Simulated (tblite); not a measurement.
Species: C₅H₂F₅O (doublet state).
Structure used (GFN2-xTB), in Å, numbered top down from 1:
```xyz
13
C5H2F5O angstrom
O     -1.9172    2.1098   -0.1645
C     -0.7687    1.8054    0.0639
C     -0.2732    0.4397   -0.0044
C      1.0627    0.1388    0.2653
F      1.8762    1.1560    0.5932
C      1.6921   -1.0861    0.2440
F      2.9681   -1.2196    0.5212
F      1.1412   -2.2331   -0.0411
C     -1.2643   -0.6272   -0.3787
F     -0.8819   -1.2814   -1.5037
F     -1.3656   -1.5676    0.5935
H     -0.0137    2.5558    0.3423
H     -2.2600   -0.1899   -0.5487
```

Method: GFN2-xTB as coded in tblite; computed harmonic values from a numerical Hessian at the method's own geometry, unscaled. Against measured fundamentals such values can be off by several per cent, at times by over 20. One conformer, not necessarily the lowest. Open shells enter through the occupations alone, without spin polarisation, and single modes of such species can be off by tens of per cent.

Harmonic wavenumbers (cm⁻¹): 51.1, 81.3, 93.0, 121.2, 164.6, 177.5, 193.1, 209.5, 304.8, 361.3, 378.1, 454.8, 460.1, 499.3, 552.1, 575.5, 658.9, 740.5, 901.2, 977.8, 1002.8, 1058.5, 1129.5, 1190.5, 1244.6, 1277.4, 1287.7, 1363.9, 1426.7, 1544.5, 1674.8, 2856.7, 2903.7.

A = 1456, B = 921.3, C = 626.8 MHz; mass 173.003 u (most abundant isotopes); point group Cs, symmetry number 1; spin multiplicity 2.

Problem. What is the zero-point energy?

Solution. Half the sum of the wavenumbers: 13958 cm⁻¹ = 39.91 kcal/mol.

Problem. Give the ideal-gas entropy at 200 K and 1 bar in the rigid-rotor, harmonic-oscillator model (classical rotation).

Solution. Translation 39.39, rotation 29.14, vibration 21.82, spin (R ln 2) 1.38: S = 91.7 cal/(mol K).

Problem. And Cp and H(200 K) − H(0)?

Solution. Cp = 30.92 cal/(mol K), of which vibrations give 22.97 (their classical limit is 33 R = 65.6); H(200 K) − H(0) = 4.00 kcal/mol without the zero-point energy, 2.41 from vibrations.

Problem. How do the functions run with temperature in this model?

Solution. 
```tsv
T (K)	S (cal/(mol K))	Cp (cal/(mol K))	H − H(0) (kcal/mol)	G − H(0) (kcal/mol)	ln q(vib)
150	83.5	26.3	2.57	-9.96	3.37
250	99.1	35.0	5.65	-19.11	6.40
298.15	105.6	38.6	7.43	-24.04	7.80
400	117.9	45.3	11.71	-35.43	10.63
600	138.1	54.6	21.78	-61.11	15.68
900	161.9	62.2	39.44	-106.28	22.23
```

q(vib) and H(0) count from the zero-point level.

Problem. Which modes carry the vibrational entropy at 200 K?

Solution. 51.1 cm⁻¹: 3.99; 81.3 cm⁻¹: 3.08; 93.0 cm⁻¹: 2.82; 121.2 cm⁻¹: 2.32; 164.6 cm⁻¹: 1.76; 177.5 cm⁻¹: 1.63 cal/(mol K); the other 27 give 6.21 together.

Problem. What must be added to the electronic energy to get the Gibbs energy at 200 K and 1 bar?

Solution. ZPE + [H(200 K) − H(0)] − T·S = 39.91 + 4.00 − 18.34 = 25.57 kcal/mol.

Hindered rotation and anharmonicity are outside this model. Other conformers, if any are populated, would add a mixing term that is left out.

On one thread of an Arm Neoverse V2, shared host, this took 0.34 s. This covers the Hessian and the dipole derivatives.
